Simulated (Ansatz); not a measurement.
Molecule: SnF3, net charge 0, doublet state. It need not be the lowest isomer of its formula. 
Coordinates optimised at B3LYP-D3(BJ)/def2-TZVP (Ansatz, a program for electronic structure):
SMILES: [Sn]([F])([F])[F]
```xyz
4

Sn    -0.1353    -0.2000    -0.1024
F     -1.1552     1.4321    -0.0264
F      0.4520    -0.5390     1.7003
F      1.4550     0.2183    -1.1051
```
Charge 0, spin multiplicity 2.

Property: vertical ionisation energy (to the singlet state of charge +1; each state is the SCF solution reached for its spin; the molecule has degenerate orbitals, so one determinant may break the symmetry), in eV. Cores are frozen in the correlated levels unless marked. UHF or UKS for open shells. No spin-orbit coupling. Frozen are the shells of the preceding noble gas and the d and f shells that filled before the atom's block. In def2 rows, elements after Kr have scalar-relativistic effective core potentials. Basis-set limits of correlation are two-point, X^-3; Hartree-Fock from the larger set. The bracket is a focal-point correction in the basis named.

```csv
level,program,vertical ionisation energy (eV)
PBE/def2-TZVPD,Ansatz,(withheld)
B3LYP/def2-TZVPD,Ansatz,11.36
CAM-B3LYP/def2-TZVPD,Ansatz,11.54
wB97M-V/def2-TZVPD,Ansatz,(withheld)
wB97X-V/def2-TZVPD,Ansatz,(withheld)
"RI-MP2/CBS(def2-TZVPPD,def2-QZVPPD)+[CCSD(T)-MP2]/def2-SVPD",Ansatz,11.04
```

Task: What belongs in the gaps?

Result: 
- PBE/def2-TZVPD, vertical ionisation energy (eV): 10.94
- wB97M-V/def2-TZVPD, vertical ionisation energy (eV): 11.33
- wB97X-V/def2-TZVPD, vertical ionisation energy (eV): 11.31
